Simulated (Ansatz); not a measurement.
Program: Ansatz. Geometries: PBE0-D4/def2-TZVP. ΔE: electronic, gas phase. CCSD(T)/CBS is the MP2 limit (def2-TZVPP, def2-QZVPP) plus CCSD(T) − MP2 in def2-TZVPP, frozen cores. DFT in def2-TZVPP. B3LYP here is the variant with VWN-RPA as its local correlation; programs differ in this. For Ga outer-core shells are correlated without core-valence functions, which leaves a few kJ/mol of doubt a bond. Scalar relativity is left out up to krypton. Each species was taken in one conformer, which may not be the lowest.

Consider the redistribution: `C[SiH2]C(=O)O` + `[CH3][Al]([Cl])[GaH2]` → `C[SiH2][Al]([CH3])[Cl]` + `O=[C](O)[GaH2]`.

```tsv
level	ΔE (eV)
PBE-D4	0.19
ωB97X-V	0.23
ωB97M-V	0.28
B3LYP	0.25
HF/def2-TZVPP	0.31
SCS-MP2/def2-TZVPP	0.23
SCS-MP2/def2-QZVPP	0.25
CCSD/CBS(def2)	0.26
```

Problem. What does CCSD(T)/CBS give? (Best estimate.)

Solution. Ansatz gave: +0.25 eV. The listed levels differ from it by -0.06, -0.02, 0.03, 0.00, 0.06, -0.02, 0.00, 0.01 eV.

Largest T1 diagnostic among the species: 0.017.

In def2-TZVPP, CCSD(T) changes the Hartree–Fock value by −0.09 eV (the triples alone add −0.02 eV) and MP2 by −0.09 eV.
